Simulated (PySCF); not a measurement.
Atom-mapped SMILES (the numbers label the heavy atoms): `[CH3:1][O:2][CH2:3][BH:4][F:5]`; H(Xn) means a hydrogen on atom n.

Theoretical values (PySCF 2.14.0 with density-fitted response routines): NMR shieldings at PBE0/pcSseg-1/GIAO, geometry from PBE0-D3(BJ)/def2-SVP. No solvent, non-relativistic Hamiltonian, single conformer, rapidly exchanging positions averaged.

Shifts are taken against calculated references (same method and geometry level): 13C (σ = 184.41 ppm) and 1H (σ = 31.27 ppm) vs TMS; 17O (σ = 334.56 ppm) against H2O; 11B (σ = 100.73 ppm) vs BF3·OEt2; 19F (σ = 177.25 ppm) vs CFCl3.

```
atoms  nucleus  count  Hirshfeld charge  δ (ppm)
   C3      13C      1             -0.08     69.6
   O2      17O      1             -0.14     -2.0
   C1      13C      1             -0.04     62.0
H(B4)       1H      1             -0.06        ?
H(C3)       1H      2              0.04     2.99
   F5      19F      1             -0.13    -13.0
   B4      11B      1              0.25     58.9
H(C1)       1H      3              0.04        ?
```

Complete the table.

Answers


- H(B4): 5.76 ppm, hydrogen on a boron bonded to C, F
- H(C1): 3.21 ppm, hydrogen on a methyl carbon bonded to O; its carbon carries O, which withdraws density

Hydrogens on boron are broadened and split by 11B (spin 3/2, 80 %) and 10B (spin 3). A carbon bonded to boron is broadened by the quadrupolar boron nucleus and is often missing from a measured spectrum. Shifts are as computed. Against solution values, carbons near 30 ppm lie about +2 ppm off and those near 130 ppm about +5 ppm. Of 1211 compounds with measured shifts, 218 miss one by over three times the rms of a fit or turn the order of signals round; such compounds aren't used in these exercises. Unscaled 19F shifts against computed CFCl3 carry errors that often reach 10 to 50 ppm. Experimental scales use liquid or dissolved standards, which lie at an offset from isolated H2O (liquid H2O: subtract about 36 ppm).
